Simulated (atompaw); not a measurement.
# Logarithmic derivatives: sulfur (S), PAW (atompaw)

```json
{
 "Element": "S (Z = 16)",
 "Generator": "atompaw 4.2.0.5",
 "Type": "PAW",
 "Functional": "PBE",
 "Relativity": "scalar-relativistic",
 "Frozen core": "[Ne]",
 "Valence charge": "6",
 "Reference configuration": "3s2 3p4",
 "Partial waves": "3s (bound); 3s channel at 1.35 Ry; 3p (bound); 3p channel at 3 Ry",
 "Local potential": "troulliermartins scheme with l = 2 at 0 Ry, radius 0.90 bohr",
 "Core correction": "smooth core density matched at 0.90 bohr",
 "Augmentation charge": "sinc compensation charge, radius 1.35 bohr; PAW radius 1.40 bohr; waves and projectors: bloechl"
}
```

The phase is arctan(r·u′/u) with u = r·R(r), unwrapped; energies in Ry, scanned from -3 to 5 Ry. A pole is an energy at which the radial function vanishes at the test radius. The pseudo phase is shifted by a multiple of π to meet the all-electron one at the reference energy, and phase errors are pseudo minus all-electron; the curves can meet again beyond the range given. Levels narrower than the energy grid can be missing from the lists of poles.

| channel | radius (bohr) | reference energy (Ry) | poles, all-electron | poles, pseudo | unbroken range about the reference energy with phases within 0.05 rad | phase error 1 Ry above the reference energy (rad) |
| --- | --- | --- | --- | --- | --- | --- |
| s | 1.40 | -1.27 | none | none | the whole range | +0.000 |
| p | 1.40 | -0.52 | none | -0.86 | above -0.8 | +0.002 |

Note: ghost states, extra bound levels that the all-electron valence spectrum of the same l lacks: s at -62.1 eV, p at -11.6 eV. A true bound ghost makes a file unfit for plane-wave use.

Phases in the s channel:

```
E (Ry)  all-electron  pseudo
 -3.00         0.824   0.827
 -2.76         0.761   0.763
 -2.52         0.687   0.688
 -2.28         0.599   0.599
 -2.04         0.494   0.494
 -1.80         0.371   0.371
 -1.56         0.228   0.229
 -1.32         0.069   0.069
 -1.08        -0.102  -0.102
 -0.84        -0.275  -0.275
 -0.60        -0.441  -0.441
 -0.36        -0.592  -0.592
 -0.12        -0.724  -0.724
  0.12        -0.837  -0.837
  0.36        -0.933  -0.933
  0.60        -1.014  -1.014
  0.84        -1.082  -1.082
  1.08        -1.140  -1.140
  1.32        -1.190  -1.190
  1.56        -1.233  -1.233
  1.80        -1.270  -1.270
  2.04        -1.303  -1.303
  2.28        -1.332  -1.332
  2.52        -1.358  -1.358
  2.76        -1.381  -1.381
  3.00        -1.402  -1.402
  3.24        -1.421  -1.421
  3.48        -1.438  -1.438
  3.72        -1.454  -1.454
  3.96        -1.469  -1.468
  4.20        -1.483  -1.482
  4.44        -1.496  -1.494
  4.68        -1.508  -1.506
  4.92        -1.519  -1.517
```
